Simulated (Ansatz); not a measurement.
One change: `C[CH](C)[Al]([F])[F]` becomes `CC(C)B(F)F`.

Ansatz, PBE0-D4/def2-TZVP geometries, multiplicity 1. Each molecule was computed in one conformer, which needn't be the lowest.

| property | `C[CH](C)[Al]([F])[F]` |
| --- | --- |
| size of the dipole moment (PBE/def2-TZVPP) / D | 2.31 |
| LUMO energy (B3LYP/def2-TZVPP) / eV | -0.87 |
| LUMO energy (PBE0/def2-TZVPP) / eV | -0.55 |
| size of the dipole moment (ωB97M-V/def2-TZVPP) / D | 2.28 |
| HOMO–LUMO gap (B3LYP/def2-TZVPP) / eV | 6.98 |
| size of the dipole moment (B3LYP/def2-TZVPP) / D | 2.32 |

Q: Give the same properties after the change, and the shifts. (Best estimate.)

A: The calculation gave: 
```json
{"property": "size of the dipole moment (PBE/def2-TZVPP) / D", "`CC(C)B(F)F`": "1.53", "shift": "-0.78"}
{"property": "LUMO energy (B3LYP/def2-TZVPP) / eV", "`CC(C)B(F)F`": "-0.15", "shift": "0.72"}
{"property": "LUMO energy (PBE0/def2-TZVPP) / eV", "`CC(C)B(F)F`": "0.15", "shift": "0.70"}
{"property": "size of the dipole moment (ωB97M-V/def2-TZVPP) / D", "`CC(C)B(F)F`": "1.61", "shift": "-0.67"}
{"property": "HOMO–LUMO gap (B3LYP/def2-TZVPP) / eV", "`CC(C)B(F)F`": "8.63", "shift": "1.65"}
{"property": "size of the dipole moment (B3LYP/def2-TZVPP) / D", "`CC(C)B(F)F`": "1.62", "shift": "-0.70"}
```

With PBE0 the HOMO falls by 0.93 eV and the LUMO rises by 0.70 eV, so the gap widens by about 1.63 eV. PBE moves the HOMO by -0.73 eV and ωB97M-V by -1.02 eV. Dipoles are sizes alone; their direction can turn.

B3LYP here is the variant with VWN-RPA as its local correlation; programs differ in this.

Positive LUMOs are unbound, so they and the gaps depend on the basis.
